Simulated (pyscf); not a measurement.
Structures and frequencies: ωB97X-D3(BJ)/def2-SVP in PySCF.

SMILES: C=C(C)C(=O)O
```xyz
12

C     -1.8710    -0.0208     0.8522
C     -0.5705    -0.2884     0.6865
C      0.5117     0.0985     1.6566
C     -0.0896    -1.0193    -0.5297
O      1.0706    -1.2790    -0.7384
O     -1.0677    -1.3697    -1.3857
H     -2.6113    -0.3276     0.1101
H     -2.2242     0.5143     1.7392
H      0.0910     0.6250     2.5249
H      1.2550     0.7473     1.1679
H      1.0553    -0.7932     2.0054
H     -0.6302    -1.8278    -2.1198
```
Charge 0, spin multiplicity 1.

Task: What is the homolytic dissociation enthalpy (298 K, ωB97M-D3(BJ)/def2-TZVP) of the C–C bond of H₂C=C(CH₃)–C(=O)–OH, to H₂C=C•–CH₃ + O=C•–OH?

Result: C–C to H₂C=C•–CH₃ + O=C•–OH: 101.4 kcal/mol. The 7 functionals that were run give +93.8 (r²SCAN) to +102.1 kcal/mol (M06-2X). The radicals are drawn with the spin at the cut bond; how far it spreads was not checked. H₂C=C•–CH₃ lies 20.3 kcal/mol over its isomer •H₂C–CH=CH₂ (electronic energy, ωB97M-D3(BJ)/def2-TZVP). Other isomers of O=C•–OH were not searched in full and may lie lower.
